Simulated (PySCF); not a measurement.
C2H6BFO2, SMILES C[C@@H](F)B(O)O.

Coordinates come from a B3LYP-D3(BJ)/def2-SVP optimisation. The structure was generated by enumeration; whether it is a known compound was not checked. One conformer was computed; it need not be the lowest.

These are B3LYP-D3(BJ)/def2-SVP in PySCF values and carry that method's errors.

No scaling factor is applied to the harmonic values.

```csv
mode,ν (cm⁻¹),IR (km/mol),moving atoms (share of kinetic energy)
1,61,0.1,"O 47 %, F 19 %, H 17 %, C 16 %"
2,196,8.0,"C 33 %, O 32 %, H 20 %, F 13 %"
3,221,4.4,"H 73 %, O 13 %"
4,268,8.2,"H 40 %, O 26 %, F 20 %, C 10 %"
5,369,10.9,"F 29 %, O 27 %, C 20 %, H 17 %"
6,436,7.6,"F 27 %, H 24 %, O 23 %, C 22 %"
7,485,66.6,"H 83 %, O 13 %"
8,502,7.1,"O 32 %, H 19 %, C 19 %, B 16 %, F 15 %"
9,628,29.6,"H 51 %, B 34 %, O 9 %"
10,665,94.4,"H 52 %, B 20 %, O 20 %"
11,757,16.9,"C 30 %, H 26 %, O 24 %, B 18 %"
12,897,23.9,"H 43 %, C 31 %, F 21 %"
13,993,133.5,"H 79 %, O 18 %"
14,1009,23.7,"H 66 %, C 23 %"
15,1046,202.7,"H 65 %, O 19 %, C 9 %"
16,1086,10.0,"C 59 %, H 29 %, F 8 %"
17,1132,28.2,"C 47 %, H 46 %"
18,1262,93.6,"H 58 %, C 20 %, B 12 %, O 9 %"
19,1339,12.7,"H 84 %, C 15 %"
20,1394,17.1,"H 72 %, C 25 %"
21,1403,165.8,"B 38 %, H 33 %, C 16 %, O 13 %"
22,1454,51.9,H 85 %
23,1482,6.4,H 93 %
24,1504,234.6,"B 72 %, O 19 %"
25,3011,30.5,H 92 %
26,3030,11.5,H 97 %
27,3112,22.1,"H 91 %, C 9 %"
28,3121,16.6,"H 90 %, C 10 %"
29,3806,103.8,H 94 %
30,3886,60.8,H 94 %
```
